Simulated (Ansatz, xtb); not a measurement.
C4H4BrN3: which of two isomers lies lower

We compare a, `C=Cn1ncnc1Br`, a singlet, with b, `Nc1cncnc1Br`, a singlet. Both are isolated molecules in the gas phase, relaxed with PBE0-D3(BJ)/def2-SVP; the shapes shown needn't be the lowest conformers.

a (Å):

```xyz
12

C    -0.2132   -1.2221   -1.1144
C     0.6693   -0.7758   -0.2235
C    -0.2762    2.2489    1.1055
C     1.3520    0.9965    1.3948
Br    2.9352    0.2117    1.9581
N     0.5255    0.4358    0.4684
N    -0.5256    1.2513    0.2861
N     0.8756    2.1371    1.8146
H    -0.0369   -2.1743   -1.6152
H    -1.1113   -0.6490   -1.3509
H     1.5806   -1.3124    0.0463
H    -0.9525    3.0978    1.1995
```

b (Å):

```json
{"atom": "C", "x (Å)": "0.3567", "y (Å)": "-0.1934", "z (Å)": "0.0392"}
{"atom": "C", "x (Å)": "-0.8061", "y (Å)": "0.5942", "z (Å)": "0.1465"}
{"atom": "C", "x (Å)": "0.2688", "y (Å)": "2.1560", "z (Å)": "1.3808"}
{"atom": "C", "x (Å)": "1.4709", "y (Å)": "0.3734", "z (Å)": "0.6945"}
{"atom": "Br", "x (Å)": "3.1303", "y (Å)": "-0.5559", "z (Å)": "0.6243"}
{"atom": "N", "x (Å)": "0.3846", "y (Å)": "-1.3926", "z (Å)": "-0.6009"}
{"atom": "N", "x (Å)": "-0.8514", "y (Å)": "1.7429", "z (Å)": "0.8027"}
{"atom": "N", "x (Å)": "1.4296", "y (Å)": "1.5055", "z (Å)": "1.3430"}
{"atom": "H", "x (Å)": "1.2910", "y (Å)": "-1.7924", "z (Å)": "-0.8085"}
{"atom": "H", "x (Å)": "-0.3677", "y (Å)": "-1.6172", "z (Å)": "-1.2363"}
{"atom": "H", "x (Å)": "-1.7315", "y (Å)": "0.2497", "z (Å)": "-0.3332"}
{"atom": "H", "x (Å)": "0.2440", "y (Å)": "3.1030", "z (Å)": "1.9286"}
```

Q: Which of the two would you expect CCSD(T)/def2-SVP + ΔMP2/def2-TZVPP electronic energies to favour?

A: Structure b; the calculation gives E(b) − E(a) = −1.047 eV.

Level by level:

```tsv
level	geometry	E(b) − E(a) (eV)	departure from the last row (eV)	job, with rough time for the two
GFN2-xTB	GFN2-xTB	−0.561	+0.486	optimisation, 0.17 s
HF/STO-3G	GFN2-xTB	−0.614	+0.434	single point, 0.56 s
r2SCAN-D4/def2-SVP	GFN2-xTB	−1.248	−0.201	single point, 4.5 s
PBE0-D3(BJ)/def2-SVP	PBE0-D3(BJ)/def2-SVP	−1.197	−0.150	optimisation, 38 s
HF/def2-SVP	PBE0-D3(BJ)/def2-SVP	−1.157	−0.110	part of the CCSD(T) run
MP2/def2-SVP	PBE0-D3(BJ)/def2-SVP	−1.097	−0.049	part of the CCSD(T) run
CCSD(T)/def2-SVP	PBE0-D3(BJ)/def2-SVP	−0.979	+0.068	single point
CCSD(T)/def2-SVP + ΔMP2/def2-TZVPP	PBE0-D3(BJ)/def2-SVP	−1.047		single point, 2 min
```

As drawn, b has 2 C∷C, 2 N–H in place of 1 C=C, 1 N∷N, 2 C–H (∷ is an aromatic bond). Structure a has a 5-membered ring (with an aromatic ring), b a 6-membered ring (with an aromatic ring).

The levels shown agree on the order. The largest departure from CCSD(T)/def2-SVP + ΔMP2/def2-TZVPP is that of GFN2-xTB, 0.486 eV. The last row adds to CCSD(T) the change of the MP2 difference between the two basis sets, here −0.068 eV.

With thermal terms from frequencies at re-optimised GFN2-xTB minima (ideal gas, soft modes damped towards free rotors, one conformer each, 298.15 K, 1 atm): the zero-point term adds −0.010 eV; ΔH is −1.054 and ΔG −1.045 eV.

The correlated steps freeze 16 core orbitals; the filled d shell of Br is correlated, in a basis made for valence electrons. Codes used: Ansatz 0.2.0, xtb 6.7.1; the last row on 4 threads of Arm Neoverse V1 on a shared host.
